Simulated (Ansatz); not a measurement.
Reaction (stannylene formation by 1,1-elimination): `[NH2][SnH]([F])[O][SiH3]` → NH₃ + `[F][Sn][O][SiH3]`

Gas-phase electronic energies from Ansatz, PBE0-D4/def2-TZVP geometries. CCSD(T)/CBS adds triple-zeta CCSD(T) − MP2 to the extrapolated MP2 energy (def2 sets, frozen cores). This one scheme is used for every species. DFT in def2-TZVPP. B3LYP here is the variant with VWN-RPA as its local correlation; programs differ in this. def2 core potentials past Kr. For Sn outer-core shells are correlated without core-valence functions, which leaves a few kJ/mol of doubt a bond. One conformer a species, not always the lowest.

```json
{"level": "B3LYP-D4", "ΔE (kJ/mol)": "-72.5", "difference from CCSD(T)/CBS": "-27.4"}
{"level": "ωB97X-V", "ΔE (kJ/mol)": "-39.2", "difference from CCSD(T)/CBS": "5.9"}
{"level": "ωB97M-V", "ΔE (kJ/mol)": "-50.3", "difference from CCSD(T)/CBS": "-5.2"}
{"level": "B2PLYP", "ΔE (kJ/mol)": "-67.1", "difference from CCSD(T)/CBS": "-22.0"}
{"level": "PBE0", "ΔE (kJ/mol)": "-55.9", "difference from CCSD(T)/CBS": "-10.8"}
{"level": "B3LYP", "ΔE (kJ/mol)": "-83.1", "difference from CCSD(T)/CBS": "-38.0"}
{"level": "HF/def2-TZVPP", "ΔE (kJ/mol)": "-47.6", "difference from CCSD(T)/CBS": "-2.5"}
{"level": "MP2/def2-TZVPP", "ΔE (kJ/mol)": "-47.6", "difference from CCSD(T)/CBS": "-2.5"}
{"level": "SCS-MP2/def2-TZVPP", "ΔE (kJ/mol)": "-51.3", "difference from CCSD(T)/CBS": "-6.2"}
{"level": "CCSD/def2-TZVPP", "ΔE (kJ/mol)": "-43.5", "difference from CCSD(T)/CBS": "1.6"}
{"level": "CCSD(T)/def2-TZVPP", "ΔE (kJ/mol)": "-41.0", "difference from CCSD(T)/CBS": "4.1"}
{"level": "HF/def2-QZVPP", "ΔE (kJ/mol)": "-47.6", "difference from CCSD(T)/CBS": "-2.5"}
{"level": "MP2/def2-QZVPP", "ΔE (kJ/mol)": "-50.0", "difference from CCSD(T)/CBS": "-4.9"}
{"level": "HF/CBS(def2)", "ΔE (kJ/mol)": "-47.6", "difference from CCSD(T)/CBS": "-2.5"}
{"level": "MP2/CBS(def2)", "ΔE (kJ/mol)": "-51.7", "difference from CCSD(T)/CBS": "-6.6"}
{"level": "CCSD/CBS(def2)", "ΔE (kJ/mol)": "-47.7", "difference from CCSD(T)/CBS": "-2.6"}
{"level": "CCSD(T)/CBS", "ΔE (kJ/mol)": "-45.1", "difference from CCSD(T)/CBS": "0"}
```

Largest T1 diagnostic among the species: 0.016.

From PBE to PBE0 (25 % exact exchange), in def2-TZVPP and without D4, ΔE moves by +17.8 kJ/mol. The D4 term adds +10.6 kJ/mol with B3LYP and +6.0 kJ/mol with PBE0; it sums over pairs of atoms, weighted by their polarisabilities, and B3LYP, whose exchange is more repulsive, gets the larger term.
